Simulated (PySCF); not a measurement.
Compound: CH7AsSSi.
Atom-mapped SMILES: `[CH3:1][S:2][SiH2:3][AsH2:4]` (hydrogens: H5, H6, H7 on C1; H8, H9 on Si3; H10, H11 on As4)

Theory: PBE0-D3(BJ)/def2-SVP geometry optimisation, gas phase in PySCF.

Q: List the bond lengths, angles and torsions at this level.

A: 
```
               bond  length (bohr)
              C1–S2          3.444
             S2–Si3          4.046
            Si3–As4          4.474
C1–H5, C1–H6, C1–H7          2.077
     Si3–H8, Si3–H9          2.830
   As4–H10, As4–H11          2.884
```

Bonds in one row agree within 0.02 bohr and their mean is given. A selection of angles:
```
      angle  degrees
   S2–C1–H5    111.4
   S2–C1–H7    106.6
   H5–C1–H6    109.9
  C1–S2–Si3    100.2
 S2–Si3–As4    105.3
  S2–Si3–H8    111.6
  S2–Si3–H9    110.2
 As4–Si3–H8    108.2
 As4–Si3–H9    114.0
  H8–Si3–H9    107.6
Si3–As4–H10     91.0
H10–As4–H11     92.3
```

Torsions: C1–S2–Si3–As4 178° (antiperiplanar). The mirror-image conformer, all signs reversed, is as good.

As4 (arsenic bonded to Si and 2 H) is pyramidal (angles 92.3°, 92.2° and 91.0°, sum 275.5°, 0.95 Å off the plane of its three neighbours). Si3 (SiH2 silicon) is distorted tetrahedral (angles from 105.3° to 114.0°). The 4 heavy atoms lie in one plane (0.018 Å rms).

Whether it is a minimum is left open (no frequencies). One conformer, not necessarily the lowest (C1–S2–Si3–As4 178°, S2–Si3–As4–H -176° and -84°).
